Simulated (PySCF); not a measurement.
Species: 2-chlorobenzaldehyde, C7H5ClO.
Numbering: `[O:1]=[CH:2][c:3]1[cH:4][cH:5][cH:6][cH:7][c:8]1[Cl:9]`

Geometry (GFN2-xTB, Å), atoms numbered from 1 in this order:
```
atom  x, y, z in Å
O1     2.7724   -1.3499    0.7347
C2     2.2909   -0.3570    0.2521
C3     0.8465   -0.1288    0.0899
C4    -0.0403   -1.1184    0.5222
C5    -1.4043   -0.9581    0.3967
C6    -1.9083    0.2043   -0.1686
C7    -1.0508    1.1993   -0.6051
C8     0.3197    1.0355   -0.4772
Cl9    1.3507    2.3027   -1.0350
H10    2.9284    0.4688   -0.1092
H11    0.3841   -2.0112    0.9575
H12   -2.0757   -1.7315    0.7364
H13   -2.9743    0.3395   -0.2717
H14   -1.4397    2.1043   -1.0450
```

NICS is the negative of the GIAO shielding at a point without a nucleus: at the ring centre (0) and 1 Å above and below it (1); zz is the component along the ring normal. Level: GIAO PBE0/pcSseg-1 (PySCF, non-relativistic, gas phase) on the GFN2-xTB geometry, one conformer.

Ring bond lengths (Å), with Mayer bond orders in brackets: C3–C4 1.397 (1.39), C4–C5 1.379 (1.46), C5–C6 1.387 (1.40), C6–C7 1.384 (1.44), C7–C8 1.386 (1.38), C8–C3 1.398 (1.24).

Problem. What do the NICS probes read (ppm)?

Solution. 
```json
{"ring": "C3–C4–C5–C6–C7–C8", "type": "6-membered carbocycle; formal bonds all aromatic", "NICS(0)": "-8.3", "NICS(1), two faces": "-10.7 / -10.7", "NICS(1)zz, two faces": "-25.6 / -25.6", "rms pucker (Å)": "0.00", "centre to ring atoms, mean (Å)": "1.39"}
```

Problem. What can be read from them?

Solution. 
- C3–C4–C5–C6–C7–C8: mean NICS(1)zz -25.6 ppm, shielded. For a flat ring without four-coordinate atoms the NICS criterion counts such a value as aromatic.

Problem. And the bond-length index? HOMA = 1 − mean of α(R − Ropt)² over the ring bonds, with Krygowski's 1993 parameters (CC: Ropt 1.388 Å, α 257.7 Å⁻²).

Solution. 
- C3–C4–C5–C6–C7–C8: HOMA 0.99 = 1 − EN − GEO, with mean bond length 1.389 Å, EN = α(Ropt − mean)² = 0.000 and GEO = α × variance = 0.012. The geometric and the magnetic index point the same way.

Problem. How shielded are the nuclei of the rings and their hydrogens (means over atoms taken as equivalent)?

Solution. 
| atoms | environment | σ isotropic (ppm) | principal values of the symmetric part, first atom (ppm) |
| --- | --- | --- | --- |
| C3 | substituted aromatic carbon | 51.2 | -32.5, 19.3, 166.6 |
| C4 | aromatic CH carbon | 50.3 | -55.3, 21.9, 184.2 |
| C5 | aromatic CH carbon | 54.4 | -53.0, 37.4, 178.9 |
| C6 | aromatic CH carbon | 46.0 | -65.4, 30.0, 173.4 |
| C7 | aromatic CH carbon | 50.4 | -47.9, 43.8, 155.4 |
| C8 | aromatic C–Cl carbon | 35.8 | -49.9, 34.5, 122.9 |
| H11 | aromatic hydrogen | 23.24 | 19.1, 23.9, 26.7 |
| H12 | aromatic hydrogen | 24.06 | 20.7, 24.7, 26.8 |
| H13 | aromatic hydrogen | 23.93 | 20.7, 24.1, 27.0 |
| H14 | aromatic hydrogen | 24.01 | 19.9, 23.2, 29.0 |
